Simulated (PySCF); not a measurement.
# Stretching CdP⁺

Set-up: Cd def2-SVP with ECP28, P def2-SVP; scalar-relativistic core potentials (PySCF 2.14). Energies in eV from Cd⁺ + P in their ground configurations at the same level. State: ³Σ⁻ (triplet), unpaired electrons π ↑↑.

All columns are HSE06. A positive dipole points towards P; it is taken about the centre of mass and depends on that origin.

```tsv
R (Å)	E (eV)	μ (D)	Mulliken charge on Cd (basis-dependent)	HOMO (eV)	LUMO (eV)	Mayer bond order	⟨S²⟩
2.158	-1.113	-1.14	0.71	-12.99	-9.52	1.37	2.01
2.258	-1.463	-1.03	0.72	-12.87	-9.60	1.29	2.02
2.358	-1.650	-0.89	0.72	-12.78	-9.67	1.22	2.02
2.434	-1.714	-0.76	0.72	-12.72	-9.73	1.17	2.03
2.509	-1.731	-0.61	0.72	-12.68	-9.78	1.13	2.04
2.584	-1.713	-0.45	0.72	-12.64	-9.84	1.08	2.05
2.685	-1.652	-0.21	0.72	-12.61	-9.92	1.02	2.08
2.810	-1.539	0.10	0.71	-12.58	-10.02	0.94	2.12
2.961	-1.381	0.45	0.70	-12.55	-10.14	0.84	2.20
3.161	-1.171	0.81	0.69	-12.48	-10.29	0.71	2.32
```

A fit through these points gives, at Re = 2.504 Å, μ = -0.62 D and dμ/dR = 2.05 D/Å; the reduced mass is 24.35 u.

Question: How strong is the fundamental in the double-harmonic approximation, I = 42.26·(dμ/dR)²/μred km/mol?

Answer: I = 42.26·(2.05)²/24.35 = 7.29 km/mol at HSE06.

⟨S²⟩ of the unrestricted solution departs from its pure value on part of the curve, where spin states mix. Spin–orbit coupling is left out. For an ion De counts to the pair picked by the measured ionisation energies or electron affinities, which need not be the lowest pair at this level. The state was picked by a PBE0 search and need not be the measured ground state.
